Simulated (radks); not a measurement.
Question: Species: In V. Configuration: [Kr] 4d9. Calculated with a radial shooting solver on a logarithmic mesh with Libxc functionals: Dirac Kohn-Sham, BLYP, spin-unpolarised, spherical densities, point nucleus; open shells are shared between the two j in proportion to 2j + 1. Some entries of the table are withheld. Estimate them.

orbital  occ.  eigenvalue (hartree)  r(max) (bohr)  <r> (bohr)
1s1/2       2             -1021.294        0.01921     0.02971
2s1/2       2             -154.4184         0.1087      0.1281
2p1/2       2             -144.1385            (1)      0.1084
2p3/2       4             -136.3846            (2)      0.1137
3s1/2       2             -30.75455         0.3157      0.3484
3p1/2       2             -26.60652         0.3020      0.3394
3p3/2       4             -25.20582         0.3122      0.3505
3d3/2       4             -17.86647         0.2564      0.3222
3d5/2       6             -17.57938         0.2593      0.3258
4s1/2       2              -6.15762         0.7685      0.8432
4p1/2       2              -4.79378         0.7968      0.8924
4p3/2       4              -4.54356         0.8212      0.9212
4d3/2     3.6                   (3)            (4)         (5)
4d5/2     5.4                   (6)            (7)         (8)
5s1/2       0                   (9)          1.903       2.092
5p1/2       0              -1.35034          2.136        (10)
5p3/2       0              -1.31541          2.197        (11)

Answer: 
(1) 2p1/2 r(max) (bohr): 0.08382
(2) 2p3/2 r(max) (bohr): 0.08826
(3) 4d3/2 eigenvalue (hartree): -2.40731
(4) 4d3/2 r(max) (bohr): 0.9124
(5) 4d3/2 <r> (bohr): 1.104
(6) 4d5/2 eigenvalue (hartree): -2.37237
(7) 4d5/2 r(max) (bohr): 0.9217
(8) 4d5/2 <r> (bohr): 1.116
(9) 5s1/2 eigenvalue (hartree): -1.67694
(10) 5p1/2 <r> (bohr): 2.351
(11) 5p3/2 <r> (bohr): 2.409
